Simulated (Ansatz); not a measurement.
Total energies of C$_{3}$H$_{11}$NO$_{3}$Sn (`C[O][Sn]([NH2])([O]C)[O]C`).

```xyz
19

C     0.9472   -2.2586   -0.1592
O     1.2535   -0.8980   -0.3676
Sn   -0.0723    0.4838    0.0185
N     0.9548    2.2019   -0.0631
O    -1.6126    0.3164   -1.1651
C    -1.4100    0.1844   -2.5532
O    -0.8791    0.2044    1.7629
C    -0.1370    0.4912    2.9285
H     1.8580   -2.8395   -0.3281
H     0.1796   -2.6208   -0.8545
H     0.6005   -2.4587    0.8620
H     0.4462    2.9639   -0.4921
H     1.8389    2.0926   -0.5441
H    -2.3879    0.0486   -3.0229
H    -0.9457    1.0757   -2.9964
H    -0.7883   -0.6832   -2.8078
H    -0.8283    0.4805    3.7755
H     0.3429    1.4766    2.8919
H     0.6398   -0.2612    3.1148
```

Charge 0, multiplicity 1. Correlated methods include outer-core shells of Sn, which these sets cover unevenly. Sn: def2 effective core potential. Geometry: relaxed with PBE0-D4/def2-TZVP. It is one conformer, not always the lowest. Basis def2-TZVPP, the Gaussian-basis code of Ansatz.

RPA on PBE orbitals: Hartree–Fock energy of these orbitals -612.47329 Eh, correlation -2.77141 Eh (frozen core).

```tsv
functional	energy without D4 (Eh)	D4 term (kJ/mol)
LDA (SPW92)	-612.31657	–
PBE	-615.37603	-42.3
revPBE	-615.76452	-117.8
BLYP	-615.67616	-88.8
r2SCAN	-615.71966	-11.7
B97M-V	-615.77895	–
PBE0	-615.40281	-36.5
HSE06 (plane-wave form)	-615.38102	-34.3
ωB97M-V	-615.64893	–
B2PLYP	-615.34587	–
```

Question: Give the same for B3LYP, r2SCANh, r2SCAN0, BHLYP, CAM-B3LYP, LC-ωPBE, ωB97X-V, PBE-QIDH. (An estimate is asked.)

Answer: Computed: 
```csv
functional,energy without D4 (Eh),D4 term (kJ/mol)
B3LYP,-615.93391,-66.9
r2SCANh,-615.68423,-12.5
r2SCAN0,-615.63364,-13.7
BHLYP,-615.55702,-53.2
CAM-B3LYP,-615.67549,-37.5
LC-ωPBE,-615.65464,–
ωB97X-V,-615.71186,–
PBE-QIDH,-615.15899,–
```

B3LYP takes the VWN-RPA correlation (the form of Gaussian; ORCA's B3LYP/G). HSE06 is the plane-wave form, built on full-range PBE exchange. The double hybrids freeze the cores in their second-order part.

LC-ωPBE has ω = 0.4 bohr⁻¹.
